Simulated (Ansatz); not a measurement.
Program: Ansatz. Geometries: PBE0-D4/def2-TZVP. ΔE: electronic, gas phase. CCSD(T)/CBS is the MP2 limit (def2-TZVPP, def2-QZVPP) plus CCSD(T) − MP2 in def2-TZVPP, frozen cores. This one scheme is used for every species. DFT in def2-TZVPP. Elements past krypton have def2 core potentials. For Sn outer-core shells are correlated without core-valence functions, which leaves a few kJ/mol of doubt a bond. Each species was taken in one conformer, which may not be the lowest.

Reaction (formal hydrolysis of the Sn–S bond): `C[S][SnH2][Cl]` + H₂O → `[OH][SnH2][Cl]` + CH₃SH

```tsv
level	ΔE (kJ/mol)	difference from CCSD(T)/CBS
revPBE-D4	44.1	0.4
B97M-V	33.4	-10.3
r2SCANh-D4	40.5	-3.2
CAM-B3LYP-D4	32.8	-10.9
ωB97X-V	34.1	-9.6
B2PLYP	33.2	-10.5
r2SCANh	38.7	-5.0
CCSD(T)/def2-SVP	35.2	-8.5
SCS-MP2/def2-TZVPP	36.0	-7.7
CCSD/CBS(def2)	41.8	-1.9
CCSD(T)/CBS	43.7	0
```

Largest T1 diagnostic among the species: 0.013.

The D4 term adds +9.9 kJ/mol with B3LYP and +5.6 kJ/mol with PBE0; it sums over pairs of atoms, weighted by their polarisabilities, and B3LYP, whose exchange is more repulsive, gets the larger term. At CCSD(T), def2-SVP lies −8.5 kJ/mol from the extrapolated value and def2-TZVPP −5.6 kJ/mol.

B3LYP here is the variant with VWN-RPA as its local correlation; programs differ in this.
